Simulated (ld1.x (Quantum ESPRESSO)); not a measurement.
## What one change does to a pseudopotential (thallium (Tl), TM)

thallium, norm-conserving Troullier–Martins (Kleinman–Bylander form), made with ld1.x (Quantum ESPRESSO) 7.5 (LDA (PZ), fully relativistic). Core [Xe] 4f14 5d10, reference 6s2 6p0 (charge +1). Waves: 6s (bound): rc 1.80 bohr; 6p (bound, empty): rc 2.35 bohr; 6d channel at 0.35 Ry: rc 2.45 bohr. Local part: all-electron potential smoothed inside 1.50 bohr (lloc = -2). Core correction: Bessel-smoothed model core inside 1.35 bohr.

Open shells are filled in proportion to 2j + 1 (rel_dist='average').

Change: reference 6s1 6p0.

Cutoffs: the cutoffs (Ry, on a coarse ladder) from which the occupation-weighted sum of valence levels, in a spherical-Bessel basis at the reference potential, stays within 10 and 1 mRy of its value at 400 Ry; they do not see the model core or the augmentation charge, which bear on the density cutoff. Errors are all-electron minus pseudo energies relative to the spin-unpolarised reference configuration.

Question: What does the change do?

Answer: The potential gets softer (25 Ry and 50 Ry → 21 Ry and 45 Ry); the bound ghosts move from d, s to p, s; the number of tests that count goes from 7 to 5.

| quantity | base | changed |
| --- | --- | --- |
| cutoff, loose | 25 Ry | 21 Ry |
| cutoff, tight | 50 Ry | 45 Ry |
| bound ghosts | d5/2, s | s, p3/2 |
| tests counted (converged, no solver errors) | 7 of 7 | 5 of 7 |
| s: phases at 2.65 bohr within 0.05 rad from the reference energy up to (Ry; the scan ends near 5) | 3.8 | 3.0 |
| p1/2: phases at 2.65 bohr within 0.05 rad from the reference energy up to (Ry; the scan ends near 5) | 0.7 | 0.1 |
| p3/2: phases at 2.65 bohr within 0.05 rad from the reference energy up to (Ry; the scan ends near 5) | -0.2 | -0.7 |
| d3/2: phases at 2.65 bohr within 0.05 rad from the reference energy up to (Ry; the scan ends near 5) | 0.6 | 0.6 |
| d5/2: phases at 2.65 bohr within 0.05 rad from the reference energy up to (Ry; the scan ends near 5) | 0.6 | 0.5 |

Changed file: Tests not counted: 6s2 6p1 (solver errors, printed error +380 meV); 6s2 6p0.5 (solver errors, printed error -72 meV). These tests converged, but a pseudo level misses the all-electron one widely, so the file describes the atom poorly there or has found another state: 6s2 6p1.3: 6s by 2.9 eV (a node warning on the way). A true bound ghost makes a file unfit for plane-wave use even where its test errors are small: the radial tests pick states by their node count and pass the ghost by.
